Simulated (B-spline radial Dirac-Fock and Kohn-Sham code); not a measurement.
Kohn-Sham estimates against Dirac-Fock for the levels of Ag⁺

System: Ag⁺, [Kr] 4d10.

The density-functional columns are spherical, spin-unpolarised Dirac-Kohn-Sham results without Breit or QED terms: −ε is minus the orbital energy of the initial state and ΔSCF the difference of two total energies. The reference in the last column comes from Dirac-Fock energy differences between relaxed states, corrected for Breit and QED terms. All numbers are from a radial B-spline solver, in eV; a selection of levels is shown. The Kohn-Sham columns are given as differences from the reference. For the 1s level of heavy atoms much of the gap between ΔSCF and the reference is the Breit and QED part, -78.4 eV here; for other levels the error of the functional can be larger.

```csv
level,PBE −ε − DF,PBE ΔSCF − DF,LDA −ε − DF,LDA ΔSCF − DF,Dirac-Fock
1s,-207.7,+103.4,-239.1,+71.1,25530.2
2s,-95.1,-42.5,-98.7,-45.9,3829.4
2p1/2,-70.8,-4.9,-72.0,-5.9,3541.7
2p3/2,-73.3,-10.9,-74.1,-11.7,3368.8
3s,-45.8,-28.6,-46.9,-29.6,737.1
3p1/2,-35.9,-18.2,-36.2,-18.4,622.4
3p3/2,-35.6,-18.4,-35.8,-18.6,591.1
3d3/2,-19.6,-0.9,-19.2,-0.4,389.6
3d5/2,-19.8,-1.2,-19.4,-0.7,383.6
4s,-16.6,-8.6,-16.5,-8.6,119.8
4p1/2,-12.2,-4.5,-12.0,-4.3,82.47
4p3/2,-12.2,-4.7,-12.1,-4.6,77.44
4d3/2,-4.2,+2.3,-4.0,+2.5,20.22
4d5/2,-4.3,+2.2,-4.0,+2.5,19.67
```

For the outermost level NIST gives 21.4844 eV (measured); the differences from it are PBE −ε -6.07, PBE ΔSCF +0.38, LDA −ε -5.79, LDA ΔSCF +0.66, Dirac-Fock -1.81 eV.

Values without a named source are computed, but for edge energies of neutral atoms, which are taken from tables.
